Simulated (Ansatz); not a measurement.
Input file for Ansatz (a first-principles code): R-B2PLYP/def2-TZVPP on CH4OSn (SMILES C[O][SnH]). Elements past Kr take the def2 small-core potentials; no spin–orbit coupling. The run froze 11 orbitals, filled d shells among them.

Ansatz 0.2 input:
```yaml
crystal:
  periodic: [false, false, false]
  atoms:
    - {symbol: C, position_ang: [-0.85268194, 0.06118854, 0.06434937]}
    - {symbol: O, position_ang: [0.05666306, -1.01369008, -0.04418055]}
    - {symbol: Sn, position_ang: [2.03584806, -0.94149111, -0.18487647]}
    - {symbol: H, position_ang: [-0.34863827, 1.03435843, 0.06328265]}
    - {symbol: H, position_ang: [-1.55816144, 0.03308285, -0.77233935]}
    - {symbol: H, position_ang: [-1.42618383, -0.03323735, 0.99211018]}
    - {symbol: H, position_ang: [2.09315438, 0.85978874, -0.11834582]}
basis:
  gaussian:
    orbitals: def2-TZVPP
hamiltonian:
  xc: {name: B2PLYP}
magnetization: {spin_polarized: false}
correlation: {electrons: outside_noble_gas}
scf: {lower_state_search: off}
```

Program output:

```
WARN ansatz: RAYON_NUM_THREADS=1 ignored (pool sized by the plan → 1); use --threads N
Functional definition: B2PLYP
these checks for a lower state are left out or cut short: stability, starts, cluster_reference, orbital_swaps, neighbouring_geometries, increment
integrals: 0.21 GiB planned
1173 factors; integrals over basis functions are off by at most 1.3e-3 eV
mean field: 0.71 GiB planned
mean field evaluation 1: about -8962.2710 eV, gradient 4.9e1 eV
mean field evaluation 2: about -8962.3611 eV, gradient 4.9e1 eV
mean field evaluation 4: about -8967.1216 eV, gradient 1.0e1 eV
mean field evaluation 8: about -8967.3317 eV, gradient 5.4e-1 eV
mean field evaluation 16: about -8967.3329 eV, gradient 2.6e-4 eV
mean field -8967.33285445 eV, -329.5434041245 hartree, gradient 5.7e-6 eV, S^2 0.000000; 0 other end points of the search recorded, 0 dependent functions left out
11 core orbitals not correlated
reference -8967.33301687 eV, -329.5434100934 hartree; 9, 9 occupied and 148, 148 virtual orbitals, 1173 factors
second order -16.95214878 eV of doubles, -0.00000000 eV of singles
Total energy: -8971.91009704 eV, -329.7116146872 hartree
Checks for a lower state left out: stability, starts, cluster_reference, orbital_swaps, neighbouring_geometries, increment
```

The calculation finished and met its thresholds.

Cost: roughly 7 core-seconds.
